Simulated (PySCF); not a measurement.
Be(Cl)2, SMILES [Cl][Be][Cl] (BeCl₂), singlet (B3LYP/def2-SVP optimised geometry):

```
3

Be     0.000     0.000     0.000
Cl     1.809     0.000     0.000
Cl    -1.809     0.000     0.000
```

Calculation: B3LYP/def2-TZVP in PySCF 2.14.0.

Q: What are the frontier orbital energies and the dipole moment?

A: HOMO-2 -9.78 eV, HOMO-1 -9.23 eV, HOMO -9.23 eV, LUMO -0.77 eV, LUMO+1 -0.35 eV; dipole moment 0.00 D.

On the same geometry PySCF with PBE/def2-TZVP gives HOMO-2 -8.65 eV, HOMO-1 -8.13 eV, HOMO -8.13 eV, LUMO -1.16 eV, LUMO+1 -0.99 eV; dipole moment 0.00 D.

Meta-Löwdin charges at B3LYP/def2-TZVP: Be1 1.32, Cl2 -0.66, Cl3 -0.66.
